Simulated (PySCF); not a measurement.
## C2H7AlO3Si

The system: C2H7AlO3Si, a carbene (divalent C1, bonded to 1 C + 1 O); neutral, singlet. The structure, one conformer, was relaxed in the gas phase by PBE0-D3(BJ)/def2-SVP. No frequency run checks that it is a minimum.

The lowest triplet lies only 1.08 eV up at this geometry (Tamm-Dancoff CAM-B3LYP/def2-SVPD). Shieldings at and next to the centre that carries it rest on this small gap and are unreliable.

SMILES: [OH][Al]([OH])[O][C]C[SiH3]

```tsv
atom	x (Å)	y (Å)	z (Å)
C1	0.570	-1.898	-0.696
C2	-0.163	-1.660	0.625
Si3	0.423	-0.151	1.583
O4	0.565	-0.823	-1.418
Al5	-0.099	0.813	-1.193
O6	-1.738	0.838	-0.747
O7	0.676	2.117	-1.943
H8	-1.226	-1.464	0.373
H9	-0.122	-2.553	1.266
H10	-0.551	0.434	2.541
H11	0.689	0.974	0.574
H12	1.756	-0.347	2.218
H13	-2.321	1.596	-0.803
H14	1.535	2.109	-2.366
```

Shieldings: GIAO PBE0/pcSseg-1. Shifts are against computed references at the same level: C TMS (σ 184.4 ppm), H TMS (σ 31.27 ppm), Si TMS (σ 352.0 ppm). Core levels by delta-SCF with SCAN, pcX-2 on the ionised atom and pcseg-1 elsewhere, spin-free X2C (2p3/2 is the spin-free 2p value less a third of a first-order spin-orbit splitting); from the vacuum level, for chosen atoms.

Problem. Give the NMR and core-level values of the distinct atoms.

Solution. 
```
      atoms         bonded to  σ (ppm)  δ (ppm)  core level (eV)
         C1         1 C + 1 O   -378.6    563.0        1s 292.20
         C2  1 C + 1 Si + 2 H    137.9     46.5        1s 290.44
        Si3         1 C + 3 H    424.9    -72.9     2p3/2 107.45
         O4        1 Al + 1 C   -230.9        -        1s 538.58
        Al5               3 O    496.4        -      2p3/2 80.86
         O6        1 Al + 1 H    316.5        -                -
         O7        1 Al + 1 H    317.2        -                -
         H8               1 C    29.37     1.90                -
         H9               1 C    25.10     6.17                -
H10 H11 H12              1 Si    27.72     3.55                -
        H13               1 O    30.06     1.21                -
        H14               1 O    29.18     2.09                -
```

Values are those of this one static structure, with the three H of a rotating XH3 group averaged; atoms that internal rotation interchanges would show their mean in an NMR spectrum.

The core-hole state of C1 is spin-contaminated (⟨S²⟩ 0.84 against 0.75 for a pure doublet), so that value and differences from it are less sure.

Problem. Which of C1, C2 holds its core electrons tightest, and by how much against the loosest?

Solution. C1 (bonded to 1 C + 1 O), by 1.77 eV over C2 (bonded to 1 C + 1 Si + 2 H).

Problem. By CAM-B3LYP/def2-SVPD (TDDFT singlets, Tamm-Dancoff triplets, ionisation by delta-SCF), where does absorption start, and what does vertical ionisation take?

Solution. The lowest singlet lies at 2.42 eV (f 0.003), the strongest of the first 6 at 5.93 eV (f 0.037), the lowest triplet at 1.08 eV; vertical ionisation takes 7.62 eV.
